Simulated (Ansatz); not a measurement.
Reactions of `O=C[SiH2][SiH2][SiH3]`.

Calculated with Ansatz (gas phase, PBE0-D4/def2-TZVP geometries, no zero-point term in ΔE). CCSD(T)/CBS adds triple-zeta CCSD(T) − MP2 to the extrapolated MP2 energy (def2 sets, frozen cores). This one scheme is used for every species. Each species was taken in one conformer, which may not be the lowest.

Q: Order these by ΔE at CCSD(T)/CBS, lowest first. (Best estimate.)
A. `O=C[SiH2][SiH2][SiH3]` + `F[SiH3]` → `O=C[SiH2]F` + `[SiH3][SiH2][SiH3]`
B. `O=C[SiH2][SiH2][SiH3]` + `CO[SiH2][AlH2]` → `O=C[SiH2][SiH2][AlH2]` + `CO[SiH2][SiH3]`
C. `O=C[SiH2][SiH2][SiH3]` + `CO[SiH](O)Cl` → `CO[SiH](Cl)O[SiH3]` + `O=C[SiH2][SiH3]`
D. `O=C[SiH2][SiH2][SiH3]` + `[AlH2][SH]` → `[SiH3]S` + `O=C[SiH2][SiH2][AlH2]`
E. 2 `O=C[SiH2][SiH2][SiH3]` → `[SiH3][SiH2][SiH2][SiH2][SiH2][SiH3]` + `O=CC=O`
F. `O=C[SiH2][SiH2][SiH3]` + `CBN` → `NB[SiH2][SiH3]` + `C[SiH2]C=O`
G. `O=C[SiH2][SiH2][SiH3]` + `CO[SiH2]Cl` → `[SiH3]CO[SiH2]Cl` + `O=C[SiH2][SiH3]`

A: C (-91.8 kJ/mol), E (-48.9 kJ/mol), B (-6.7 kJ/mol), A (+4.3 kJ/mol), F (+22.1 kJ/mol), G (+30.3 kJ/mol), D (+65.0 kJ/mol).

Largest T1 diagnostic: 0.016, for `O=C[SiH2][SiH2][AlH2]`.
